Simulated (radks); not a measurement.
Excited configurations of the praseodymium ion Pr46+: one electron is placed in a higher orbital outside [Ne] 3s2. The ground configuration is [Ne] 3s2 3p1. Calculated with a radial shooting solver on a logarithmic mesh with Libxc functionals: scalar-relativistic Kohn-Sham, PBE, spin-polarised, spherical densities, finite nucleus; open shells are filled with parallel spins first (spin-orbit coupling, left out, can overturn this in heavy ions); Fermi nuclear charge, rms radius 4.8919 fm. Excitation = E - E(ground); binding = E(ion) - E, where the ion is the core of charge +47; n* = 47/sqrt(2 binding) in atomic units. These energies are relativistic, and a one-electron ion of charge +47 with no core already has n* below n in this formula (scalar-relativistic equation, point nucleus: 4s 3.951, 4p 3.972, 4f 3.994, 6f 5.991, 7f 6.989). The quantum defect is therefore taken as that value minus n*, so that it holds no relativistic shift of the bare ion.

| outer orbital | excitation (eV) | binding (eV) | quantum defect | eigenvalue (eV) | <r> (bohr) |
|---|---|---|---|---|---|
| 4s | 1620.1 | 2130.5 | 0.195 | -2109.9 | 0.4516 |
| 4p | 1704.8 | 2045.8 | 0.139 | -2024.8 | 0.4493 |
| 4f | 1839.2 | 1911.4 | 0.029 | -1883.5 | 0.3733 |
| 6f | 2901.6 | 849.03 | 0.041 | -840.23 | 1.004 |
| 7f | 3127.1 | 623.61 | 0.047 | -617.44 | 1.414 |

The Delta-SCF ionisation energy is 3750.7 eV (NIST Atomic Spectra Database: 3832 eV, theoretical). Self-interaction in the functional shifts the binding energies and quantum defects, so they are the method's values and not measured ones. Open shells are spherical and high-spin; term and fine-structure splittings are not resolved. Spin-orbit splitting is averaged out at the scalar-relativistic level.
